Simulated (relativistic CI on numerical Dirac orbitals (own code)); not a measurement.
**Transition arrays of I X**

Method of calculation: Dirac-Coulomb-Breit CI, separate exchange-only KLI orbitals for each configuration, model QED (radiative potential, 1s self-energy scaled to tabulated hydrogen-like ionisation energies), valence Slater integrals scaled by 0.9, whole transition arrays (own radial code, finite nucleus).

Configuration list (outside the closed core [Ar] 3d10 4s2): 4p6 4d8, 4p6 4d7 4f, 4p5 4d9, 4p6 4d7 5p, 4p6 4d7 5f. Levels of other configurations are missing.

All E1 lines from the levels of 4p6 4d8; mean and standard deviation are weighted by gf, and upper levels are sorted by their leading configuration.

```tsv
Upper configuration	Lines	Σgf	Mean (eV)	Mean (nm)	σ (eV)	Strongest line (nm)
4p6 4d7 4f	750	442.0	104.40	11.876	3.55	11.844
4p5 4d9	32	24.1	109.25	11.348	3.15	11.345
4p6 4d7 5p	465	39.7	80.27	15.447	1.96	15.655
4p6 4d7 5f	721	44.6	134.63	9.209	2.25	9.112
```

Σgf per state of the lower configuration in bins of 0.2 nm over the central range (centre: value): 9.1: 0.52, 9.3: 0.32, 9.5: 0.10, 11.1: 0.16, 11.3: 0.69, 11.5: 0.54, 11.7: 1.88, 11.9: 5.64, 12.1: 1.04, 12.3: 0.15, 15.1: 0.13, 15.3: 0.19, 15.5: 0.31.

Problem. How do configuration mixing and the scaling of the Slater integrals move the arrays?

Solution. Slater scale 0.9, no configuration mixing: 4p6 4d7 4f 103.8 ± 3.5 eV (Σgf 426.5), 4p5 4d9 91.7 ± 6.2 eV (Σgf 51.0), 4p6 4d7 5p 80.2 ± 1.8 eV (Σgf 49.1), 4p6 4d7 5f 133.6 ± 2.0 eV (Σgf 0.2); Slater scale 1: 4p6 4d7 4f 106.4 ± 4.0 eV (Σgf 446.8), 4p5 4d9 111.2 ± 3.4 eV (Σgf 24.1), 4p6 4d7 5p 80.3 ± 2.1 eV (Σgf 38.1), 4p6 4d7 5f 134.9 ± 2.5 eV (Σgf 52.3); Slater scale 0.8: 4p6 4d7 4f 102.3 ± 3.5 eV (Σgf 438.5), 4p5 4d9 107.0 ± 3.9 eV (Σgf 24.1), 4p6 4d7 5p 80.2 ± 1.7 eV (Σgf 38.7), 4p6 4d7 5f 134.4 ± 2.0 eV (Σgf 38.4). With mixing, levels are counted to their leading configuration, so an array can shrink or vanish into another, and the sums then hold other lines.
